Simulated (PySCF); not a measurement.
Mo(S)2(OH)(SH) (H₂MoOS₃), SMILES [SH][Mo](=[S])(=[S])[OH], multiplicity 1. Coordinates come from a B3LYP-D3(BJ)/def2-SVP optimisation. The multiplicity is an assumed one; other spin states were not compared. The def2 effective core potentials stand for the cores of Mo; spin–orbit coupling is left out. The values are those of a single conformer.

These are B3LYP-D3(BJ)/def2-SVP in PySCF values and carry that method's errors.

Harmonic wavenumbers (cm⁻¹): 135, 144, 178, 180, 209, 296, 332, 393, 554, 565, 614, 646, 728, 2645, 3813. Rotational constants (GHz): 1.652, 1.549, 1.228; symmetry number 1.

Task: Work out the zero-point energy and the ideal-gas rigid-rotor harmonic-oscillator thermochemistry at 298.15 K and 1 atm.

Result: ZPE = ½ Σ hcν = ½ × 11432 cm⁻¹ = 16.34 kcal/mol. H − E(el) = 21.81 kcal/mol. Entropy in cal/(mol K): translation 41.93, rotation 29.02, vibration 18.17, total 89.12. G − E(el) = -4.76 kcal/mol. Cp = 27.07 cal/(mol K). Modes under 150 cm⁻¹ make the vibrational entropy uncertain.
